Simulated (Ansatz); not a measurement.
## Abstraction of Br: SnH3Br + C2H3O → SnH3 + C2H3BrO

Species: SnH3Br `[Br][SnH3]`, singlet; C2H3O (acetyl radical) `C[C]=O`, doublet; SnH3 `[SnH3]`, doublet; C2H3BrO (acetyl bromide) `CC(=O)Br`, singlet. A radical takes Br: the energy is the difference in strength between the Sn–Br bond broken and the C–Br bond made.

Shapes, held fixed at every level: PBE0-D4/def2-TZVP. Programs: Ansatz 0.2.0. The zero-point and thermal change to 298 K, harmonic and unscaled (PBE0-D4/def2-TZVP), is +0.3 kJ/mol.

(1) Estimate ΔH(298 K) of this reaction.

## Answers

(1) The highest level, CCSD(T)/def2-TZVPP, gives ΔH(298 K) = +43.6 kJ/mol; the levels span +41.8 to +81.9. The column of differences is taken from that level and isn't an error. No measured value is set beside it here. Open shells run unrestricted unless RO is named. For atoms past krypton def2 sets carry core potentials with scalar relativity. Relativity is left out for Br unless named. Correlated rows may include outer-core shells of Br, Sn, which these sets cover unevenly.

```json
{"level": "HF/def2-TZVPP", "kind": "Hartree–Fock", "ΔH(298 K) (kJ/mol)": "+81.9", "less CCSD(T)/def2-TZVPP": "+38.3"}
{"level": "B3LYP-D4/def2-TZVPP", "kind": "global hybrid", "ΔH(298 K) (kJ/mol)": "+41.8", "less CCSD(T)/def2-TZVPP": "-1.8"}
{"level": "BHLYP-D4/def2-TZVPP", "kind": "global hybrid", "ΔH(298 K) (kJ/mol)": "+59.5", "less CCSD(T)/def2-TZVPP": "+15.9"}
{"level": "r2SCAN0-D4/def2-TZVPP", "kind": "global hybrid", "ΔH(298 K) (kJ/mol)": "+44.3", "less CCSD(T)/def2-TZVPP": "+0.7"}
{"level": "wB97M-V/def2-TZVPP", "kind": "range-separated hybrid", "ΔH(298 K) (kJ/mol)": "+44.3", "less CCSD(T)/def2-TZVPP": "+0.7"}
{"level": "CCSD/def2-SVP", "kind": "coupled cluster or CI", "ΔH(298 K) (kJ/mol)": "+48.9", "less CCSD(T)/def2-TZVPP": "+5.3"}
{"level": "CCSD/def2-TZVPP", "kind": "coupled cluster or CI", "ΔH(298 K) (kJ/mol)": "+49.6", "less CCSD(T)/def2-TZVPP": "+6.0"}
{"level": "CCSD(T)/def2-TZVPP", "kind": "coupled cluster or CI", "ΔH(298 K) (kJ/mol)": "+43.6", "less CCSD(T)/def2-TZVPP": "0.0"}
```
